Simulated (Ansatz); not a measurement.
`Br[SiH]1CO1` at its PBE0-D4/def2-TZVP geometry, where that method's forces vanish. Charge 0, multiplicity 1.

```xyz
7

Br    2.4708    0.3053    0.8955
Si    0.5868   -0.5263    0.1417
C    -0.8820    0.4846   -0.0741
O    -0.0372    0.1072   -1.2426
H     0.6061   -1.9916    0.2833
H    -1.8848    0.0675   -0.1304
H    -0.8597    1.5533    0.1265
```

(1) What forces (eV/Å) does ωB97M-V/def2-TZVPP give on these atoms in Ansatz? (Best estimate.)

Results:

(1) The calculation gave: 
```
Br1 -0.027 -0.004 -0.007
Si2 -0.005 -0.192 -0.029
C3  -0.178  0.086  0.213
O4   0.123 -0.041 -0.139
H5   0.000  0.199  0.000
H6   0.099  0.052 -0.005
H7  -0.011 -0.100 -0.032
```
